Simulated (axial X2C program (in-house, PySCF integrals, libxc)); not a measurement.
## AlAg: from Re and ωe to a spectrum

A bond curve at the PBE0 level, with spin–orbit coupling, was computed with an axial X2C code built on PySCF integrals (basis Ag dyall-cv3z [12s12p8d5f3g], Al dyall-v3z [8s8p2d1f] (cores contracted in-house)) for the state Ω = 0 (closed shell). Its fit gives Re = 2.5176 Å, ωe = 245.1 cm⁻¹, ωexe = 0.952 cm⁻¹ and αe = 7.597e-04 cm⁻¹; the masses are 106.9051 and 26.9815 u. Two-component means X2C with spin–orbit coupling and atomic mean-field Coulomb and Gaunt terms.

Task: Find the reduced mass, Be and the force constant.

Result: From the PBE0 values: μ = 21.5441 u. Be = 16.8576/(μ Re²) = 0.1235 cm⁻¹. k = 5.8918×10⁻⁷ μ ωe² = 0.763 mdyn/Å.

Task: Where do the fundamental and the first overtone lie?

Result: ν(1←0) = ωe − 2ωexe = 243.2 cm⁻¹; ν(2←0) = 2ωe − 6ωexe = 484.5 cm⁻¹.

Task: Estimate De from a Morse curve and compare with the computed well depth of 1.884 eV to Ag + Al.

Result: De(Morse) = ωe²/(4ωexe) = 1.956 eV against 1.884 eV computed, a ratio of 1.04. For De the Morse form works well here.

Task: Estimate the centrifugal constant by the Kratzer relation.

Result: D = 4Be³/ωe² = 1.25e-07 cm⁻¹.

Task: A Morse curve ties αe to the other constants (Pekeris). How well does that hold?

Result: αe(Morse) = 6Be²/ωe × (√(ωexe/Be) − 1) = 6.629e-04 cm⁻¹; the PBE0 curve gives 7.597e-04 cm⁻¹, a ratio of 0.87.

The state is a single determinant with fixed occupations, the lowest that a limited PBE0 search found. Dissociation energies refer to the lowest single-determinant-based atoms at the same level and basis. The 2c atoms are single determinants rather than J levels; their spin–orbit lowering is only partly caught, and De is too large by that part. This holds for PBE0. Without a current term, density functionals place determinants with orbital angular momentum somewhat too high.
